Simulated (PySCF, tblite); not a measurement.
Rigid-rotor lines calculated for a species of formula CH6O4SSi2 (commonest isotopes; PBE0/def2-SVPD in PySCF (dipole) on a GFN2-xTB geometry, gas phase), labelled J(Ka,Kc):

```json
{"transition": "2(1,2) ← 1(1,1)", "MHz": "3124.4"}
{"transition": "1(1,1) ← 0(0,0)", "MHz": "2583.4"}
{"transition": "1(0,1) ← 0(0,0)", "MHz": "1603.1"}
{"transition": "2(1,1) ← 1(1,0)", "MHz": "3287.9"}
{"transition": "2(0,2) ← 1(0,1)", "MHz": "3201.3"}
```

(1) Find the rotational constants.

(2) What moments of inertia, asymmetry and inertial defect follow?

(3) Which dipole components do these lines need?

(4) Where do these fall, and of which type are they? 4(3,1) ← 3(2,2); 4(1,4) ← 3(0,3); 4(3,2) ← 3(3,1); 3(1,2) ← 2(0,2); 4(3,1) ← 3(3,0); 3(2,2) ← 3(1,2); 3(0,3) ← 2(1,2); 2(2,1) ← 2(1,2); 3(2,2) ← 2(1,2); 2(1,1) ← 1(0,1); 4(4,1) ← 3(3,0); 3(2,1) ← 2(1,1); 3(1,2) ← 3(0,3).

(5) Which structure gave them?

Answers

(1) 1(0,1) ← 0(0,0) is B + C, 2(1,1) ← 1(1,0) is 3B + C and 2(1,2) ← 1(1,1) is B + 3C, so B − C is half the difference of the last two, 81.8 MHz. 1(1,1) ← 0(0,0) is A + C. A = 1822.8, B = 842.4, C = 760.7 MHz.

(2) I = 505379 MHz·u·Å² over each constant: Ia = 277.26, Ib = 599.92, Ic = 664.38 u·Å²; κ = (2B − A − C)/(A − C) = -0.846 (asymmetric top); Δ = Ic − Ia − Ib = -212.80 u·Å².

(3) μa and μb (a-type: ΔKa even, ΔKc odd; b-type: both odd). The calculation gives |μa| = 0.40 D, |μb| = 0.20 D, |μc| = 2.33 D.

(4) 
| transition | MHz | type | branch |
| --- | --- | --- | --- |
| 3(1,2) ← 3(0,3) | 1288 | b | Q |
| 3(2,2) ← 3(1,2) | 2822 | c | Q |
| 2(2,1) ← 2(1,2) | 3186 | b | Q |
| 3(0,3) ← 2(1,2) | 3886 | b | R |
| 2(1,1) ← 1(0,1) | 4350 | c | R |
| 3(1,2) ← 2(0,2) | 6077 | c | R |
| 4(3,2) ← 3(3,1) | 6422 | a | R |
| 4(3,1) ← 3(3,0) | 6423 | a | R |
| 4(1,4) ← 3(0,3) | 7037 | b | R |
| 3(2,1) ← 2(1,1) | 7775 | c | R |
| 3(2,2) ← 2(1,2) | 7995 | c | R |
| 4(3,1) ← 3(2,2) | 11532 | b | R |
| 4(4,1) ← 3(3,0) | 13561 | b | R |

(5) `S([Si](O)(OC=O)O)[SiH3]`, point group C1. Three constants can't fix a structure by themselves; this is the one that was computed:
```
atom  x, y, z in Å
O1    -2.793   -0.808   -0.397
C2    -2.165   -1.008    0.601
O3    -1.088   -0.364    0.973
Si4   -0.324    0.832    0.059
O5     0.394    1.790    1.134
O6    -1.400    1.662   -0.804
S7     1.168   -0.108   -1.112
Si8    2.499   -0.850    0.417
H9    -2.433   -1.777    1.346
H10   -0.100    2.480    1.573
H11   -2.055    1.178   -1.310
H12    1.776   -1.802    1.254
H13    3.000    0.274    1.192
H14    3.521   -1.498   -0.390
```

The values belong to one conformer (point group C1) with, in the numbering `[O:1]=[CH:2][O:3][Si:4]([OH:5])([OH:6])[S:7][SiH3:8]`, O1–C2–O3–Si4 -3°, C2–O3–Si4–O5 152°, O3–Si4–O5–H -83°, O3–Si4–O6–H -48°, O3–Si4–S7–Si8 -64°. Its lowest GFN2-xTB frequency is 14 cm⁻¹, too small to tell a flat minimum from a shallow saddle. These are rigid-rotor constants of the computed structure; measured ground-state constants (B0) also hold zero-point vibration. A rigid rotor knows nothing of internal rotation, which can split or shift real lines.
